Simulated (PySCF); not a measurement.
**Deuteron quadrupole couplings in `C=Cc1c(CC)c[pH]c1C`**

Compound: C9H13P.
Geometry (GFN2-xTB, Å), atoms numbered from 1 in this order:
```
atom  x, y, z in Å
C1    -1.2434   -1.7109    1.1989
C2    -1.5627   -0.7065    0.3945
C3    -0.6433    0.2826   -0.1576
C4     0.6674   -0.0169   -0.7204
C5     1.2325   -1.4003   -0.8375
C6     2.3365   -1.6441    0.1936
C7     1.3336    1.0821   -1.1355
P8     0.3322    2.5688   -1.0306
C9    -0.9521    1.6075   -0.1868
C10   -2.2066    2.2303    0.3307
H11   -1.9919   -2.3893    1.5730
H12   -0.2373   -1.8825    1.5389
H13   -2.6030   -0.5509    0.1304
H14    1.6557   -1.5257   -1.8375
H15    0.4371   -2.1364   -0.7122
H16    1.9636   -1.4925    1.2041
H17    2.7121   -2.6617    0.1117
H18    3.1619   -0.9545    0.0339
H19    2.3010    1.0665   -1.6093
H20    0.8941    3.0999    0.1334
H21   -2.1980    3.3043    0.1560
H22   -2.3110    2.0510    1.4011
H23   -3.0829    1.8062   -0.1627
```

Level: PBE0/pcSseg-1 (PySCF, non-relativistic); Q(2H) = 0.00286 b; rigid geometry, the same for H and D, with no vibrational averaging.

**Question.** Rank these positions by the coupling χzz of a deuteron there, largest first.
A. H14 (methylene hydrogen)
B. H23 (methyl hydrogen)
C. H12 (vinylic hydrogen)
D. H13 (vinylic hydrogen)
E. H20 (hydrogen on phosphorus)

**Answer.** C (227 kHz), D (215 kHz), B (208 kHz), A (203 kHz), E (137 kHz).

**Question.** Give the electric field gradient Vzz (the principal value of largest size), its asymmetry and the 2H coupling at each hydrogen.

**Answer.** 
```tsv
atom	bonded to	bond length (Å)	Vzz (au)	η	χzz (kHz)
H11	C1	1.077	0.3368	0.05	226
H12	C1	1.076	0.3385	0.05	227
H13	C2	1.085	0.3193	0.06	215
H14	C5	1.093	0.3020	0.01	203
H15	C5	1.091	0.2991	0.02	201
H16	C6	1.088	0.3153	0.03	212
H17	C6	1.088	0.3157	0.02	212
H18	C6	1.087	0.3148	0.03	212
H19	C7	1.077	0.3405	0.07	229
H20	P8	1.397	0.2034	0.08	137
H21	C10	1.088	0.3115	0.04	209
H22	C10	1.090	0.3093	0.01	208
H23	C10	1.091	0.3092	0.02	208
```

**Question.** Average by the element that carries the hydrogen.

**Answer.** on C: 213 kHz over 12 positions, mean bond length 1.086 Å; on P: 137 kHz over 1 position, mean bond length 1.397 Å.

**Question.** How does χzz go with the bond length over the 12 C–H bonds?

**Answer.** A straight-line fit has a slope of -15.2 kHz for each 0.01 Å, with a correlation coefficient of -0.98, over lengths from 1.076 to 1.093 Å. The longer bonds have the smaller couplings here.

Isolated species at its GFN2-xTB geometry (one conformer only). GFN2-xTB bond lengths can be off by several hundredths of an ångström, more for odd bonds, and the gradients follow them. The basis is small and wasn't made for field gradients, so the couplings can be 20 % off.
